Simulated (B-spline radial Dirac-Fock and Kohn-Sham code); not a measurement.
## How the settings move the core levels of Sn³⁺

ΔSCF core binding energies without Breit or QED terms, calculated with a radial B-spline solver. Keys: rel is the Hamiltonian (dirac, or spin-free x2c and nr, where L3 and M5 stand for the whole 2p and 3d shells), method is hf or an exchange,correlation pair (spin-unpolarised, also for the hole states), nuc the nuclear model, radius_factor scales its radius, rmax is the box in bohr, h the logarithmic mesh step, order the B-spline order, points the quadrature points per cell, c_factor scales the speed of light, and damp, ndamp, maxit and tol steer the iteration. The run stops when the commutator error falls below 10·tol·max(1, Z/10), or the numerical noise floor, and the energy has settled to about 1e-8 Ha; the virial ratio is −V/T.

Base input:

```json
{"items": [{"Z": 50, "q": 3, "cfg": [[1, 0, 2], [2, 0, 2], [2, 1, 6], [3, 0, 2], [3, 1, 6], [3, 2, 10], [4, 0, 2], [4, 1, 6], [4, 2, 10], [5, 0, 1]], "A": 120, "rrms": 4.6519, "do": "settings", "holes": ["K", "L3", "M5"],
  "settings": [{"rel": "dirac", "method": "hf", "nuc": "fermi", "radius_factor": 1.0, "rmax": 45.0, "h": 0.3, "order": 8, "points": 10, "c_factor": 1.0, "maxit": 60, "damp": 0.5, "ndamp": 3, "tol": 1e-08}]}]}
```

The ground state converged in 10 iterations, with total energy -6174.34544 Ha, virial ratio 1.94964 and highest orbital energy -39.43 eV. ΔSCF binding energies: K (1s) 29335.5 eV, L3 (2p3/2) 3976.5 eV, M5 (3d5/2) 525.0 eV.

Changes from the base run:

| changed setting | Δ total energy (Ha) | Δ K (eV) | Δ L3 (eV) | Δ M5 (eV) | iterations |
| --- | --- | --- | --- | --- | --- |
| rmax = 60.0 | 0.00000 | 0.00 | 0.00 | 0.00 | 10 |
| method = "b88,lyp"; c_factor = 1.5; damp = 0.0 | +84.89292 | -565.57 | -16.53 | +2.99 | 11 |
| c_factor = 1.5 | ? | ? | ? | ? | ? |
| tol = 1e-06 | 0.00000 | 0.00 | 0.00 | 0.00 | 8 |
| radius_factor = 1.2; h = 0.4; tol = 1e-06 | +0.06768 | -0.74 | +0.02 | +0.02 | 9 |
| method = "b88,lyp" | -3.21702 | +30.65 | -18.59 | -2.94 | 9 |
| rel = "nr" | +153.17616 | -1033.81 | +3.55 | +10.62 | 10 |

Q: What does the change c_factor = 1.5 do?

A: The total energy moves by +87.63610 Ha and the binding energies by K -592.51 eV, L3 +2.35 eV, M5 +5.97 eV; the run takes 10 iterations.
